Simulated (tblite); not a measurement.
Compound: C4H3FO3.
Geometry (GFN2-xTB, Å), atoms numbered from 1 in this order:
```
atom  x, y, z in Å
O1     1.8274    1.4880   -0.4714
C2     0.9494    0.7319   -0.1789
C3     1.0199   -0.7613    0.0219
O4    -0.2248   -1.1659    0.5866
C5    -1.2083   -0.2828    0.2242
F6    -1.7477   -0.6411   -1.0039
C7    -0.5347    1.0870    0.0385
O8    -1.0441    2.1636    0.0504
H9     1.1825   -1.2545   -0.9471
H10    1.8164   -1.0567    0.7072
H11   -2.0304   -0.3055    0.9464
```

Computed values, GFN2-xTB/tblite, gas phase, harmonic and unscaled. This tight-binding method is rough: wavenumbers can miss measured ones by several per cent, in bad cases by 10 to 20. One conformer, not necessarily the lowest.

Harmonic wavenumbers (cm⁻¹): 64.6, 141.0, 194.4, 311.5, 374.7, 436.1, 539.8, 608.7, 634.8, 698.1, 762.2, 898.8, 936.5, 980.1, 1007.6, 1078.1, 1105.9, 1122.5, 1185.0, 1238.6, 1256.0, 1398.8, 1812.1, 1841.9, 2887.3, 2960.5, 2984.6.

A = 3033, B = 2172, C = 1481 MHz; mass 118.007 u (most abundant isotopes); point group C1, symmetry number 1.

Question: What is the zero-point energy?

Answer: ½Σν̃ = 14730 cm⁻¹ = 176.21 kJ/mol.

Question: Give the ideal-gas entropy at 298.15 K and 1 bar in the rigid-rotor, harmonic-oscillator model (classical rotation).

Answer: Translation 168.35, rotation 116.69, vibration 63.84: S = 348.9 J/(mol K).

Question: And Cp and H(298.15 K) − H(0)?

Answer: Cp = 109.65 J/(mol K), of which vibrations give 76.39 (their classical limit is 27 R = 224.5); H(298.15 K) − H(0) = 20.56 kJ/mol without the zero-point energy, 10.64 from vibrations.

Question: Blend soft modes into free rotors: weight 1/[1 + (100 cm⁻¹/ν̃)⁴] for the oscillator and the rest for a rotor with moment μB/(μ + B), μ = h/(8π²ν), B = 10⁻⁴⁴ kg m². What vibrational entropy results?

Answer: 60.01 J/(mol K) in place of 63.84, which changes −T·S at 298.15 K by +1.14 kJ/mol.

Question: Which modes carry the vibrational entropy at 298.15 K?

Answer: 64.6 cm⁻¹: 18.04; 141.0 cm⁻¹: 11.67; 194.4 cm⁻¹: 9.14; 311.5 cm⁻¹: 5.67; 374.7 cm⁻¹: 4.44; 436.1 cm⁻¹: 3.51 J/(mol K); the other 21 give 11.37 together.

Hindered rotation and anharmonicity are outside this model. Other conformers, if any are populated, would add a mixing term that is left out. The structure is chiral; the term R ln 2 for an equal mix with its mirror image is left out.
